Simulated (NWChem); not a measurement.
C3H10Si; SMILES [SiH](C)(C)C

Computed with NWChem. Geometry: optimised at PBE0/def2-SVP. Level: PBE0/def2-SVP with SMD (1 M gas to 1 M solution), gas-phase geometry. Reactions with the solvent are ignored.

For solvent water:

```yaml
solvation free energy (kcal/mol): 3.2
cavity-dispersion-structure term (kcal/mol): 4.7
dipole in solution (D): 0.89
```

Task: What are these values for solvent toluene?

Result: 
- solvation free energy (kcal/mol): -1.3
- cavity-dispersion-structure term (kcal/mol): -0.4
- dipole in solution (D): 0.75
